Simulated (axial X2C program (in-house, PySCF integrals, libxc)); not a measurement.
**How the levels of TbNC (f9 s1 orbitals) move with the bond length**

Computed with an in-house all-electron X2C program for linear molecules (integrals from PySCF): two-component X2C with atomic mean-field Coulomb and Gaunt terms, basis Tb dyall-v3z, N dyall-av3z, C dyall-v3z (cores contracted in-house). Orbitals come from Hartree–Fock averaged over the configuration Tb f9 s1; CI then distributes these electrons over the f, s shells of Tb.

At Tb–N–C held linear, bonds 2.357 and 1.170 Å (the second held):

```tsv
Ω	energy (cm⁻¹)	g∥	μ (D)	configuration
8	0	21.93	-6.24	100% f9 s1
7	259	18.93	-6.23	100% f9 s1
6	499	16.02	-6.22	100% f9 s1
5	705	13.23	-6.20	100% f9 s1
4	864	10.56	-6.20	100% f9 s1
3	974	7.93	-6.20	100% f9 s1
2	1041	5.31	-6.20	100% f9 s1
1	1076	2.66	-6.21	100% f9 s1
0	1087	0.00	-6.21	100% f9 s1
7	1237	18.30	-6.24	100% f9 s1
6	1489	15.59	-6.22	100% f9 s1
5	1706	12.91	-6.21	100% f9 s1
4	1877	10.27	-6.20	100% f9 s1
3	2003	7.68	-6.20	100% f9 s1
```

g∥ is the magnitude of 2⟨Lz + ge Sz⟩ for the +Ω component. μ is positive if the C end is positive. The lowest 14 levels at most are listed.

At Tb–N–C held linear, bonds 2.546 and 1.170 Å (the second held):

```tsv
Ω	energy (cm⁻¹)	g∥	μ (D)	configuration
8	0	21.93	-7.52	100% f9 s1
7	239	18.95	-7.52	100% f9 s1
6	458	16.06	-7.51	100% f9 s1
5	645	13.28	-7.50	100% f9 s1
4	790	10.59	-7.49	100% f9 s1
3	892	7.95	-7.49	100% f9 s1
2	957	5.31	-7.49	100% f9 s1
1	992	2.66	-7.50	100% f9 s1
0	1003	0.00	-7.50	100% f9 s1
7	1227	18.29	-7.52	100% f9 s1
6	1462	15.58	-7.51	100% f9 s1
5	1662	12.91	-7.50	100% f9 s1
4	1820	10.28	-7.49	100% f9 s1
3	1937	7.68	-7.49	100% f9 s1
```

The lowest level lies 1063 cm⁻¹ above the lowest at the first distance.

Q: How does the gap from the lowest to the fifth level change between the two distances?

A: From 864 to 790 cm⁻¹, a factor of 0.91.

Dynamic correlation is missing, so gaps between terms are too wide and other configurations may lie lower; the lowest level listed is that of this model, not necessarily the ground state. At most 4 roots were kept for each Ω > 0 (twice that for Ω = 0) within 2.2 eV of the lowest, so higher up levels can be missing between those listed; levels with Ω > 0 are doubly degenerate and listed once, Ω = 0 levels singly. The molecule was held linear; bending was not examined.
